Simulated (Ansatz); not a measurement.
CH$_{7}$GaInN (`C[NH][GaH][InH2]`). Charge 0, multiplicity 1. In: def2 effective core potential.

```csv
atom,x (Å),y (Å),z (Å)
C1,1.3441,-0.8476,-0.7585
N2,0.7165,0.4042,-1.0966
Ga3,-0.6795,1.2367,-0.2689
In4,-1.7341,0.0611,1.8135
H5,2.4061,-0.7328,-0.5073
H6,1.2720,-1.5869,-1.5662
H7,0.8552,-1.2849,0.1176
H8,1.1326,0.8467,-1.9019
H9,-1.0734,2.6017,-0.9491
H10,-1.1816,0.3562,3.4323
H11,-3.0578,-1.0544,1.6850
```

(1) What are the harmonic wavenumbers in cm⁻¹ at PBE0-D4/def2-TZVP (Ansatz, finite differences of forces, unscaled)? (Best estimate.)

(2) Is this a minimum?

(3) Give the ideal-gas thermochemistry at 298.15 K and 1 bar (rigid rotor, harmonic oscillator; point group Cs, symmetry number 1).

## Answers

(1) Computed: 59, 59, 138, 144, 197, 272, 286, 430, 462, 528, 585, 611, 658, 1083, 1135, 1157, 1393, 1452, 1472, 1510, 1770, 1774, 1932, 2999, 3045, 3079, 3609.

(2) Yes, all 27 modes are real.

(3) Zero-point energy 190.4 kJ/mol; H(298) − E = 215.3 kJ/mol; entropy 395.0 J/(mol·K), of which translation 176.0, rotation 120.7, vibration 98.4; G(298) − E = 97.5 kJ/mol. Modes under 100 cm⁻¹ are hindered rotations or soft bends, so the harmonic entropy is rough.
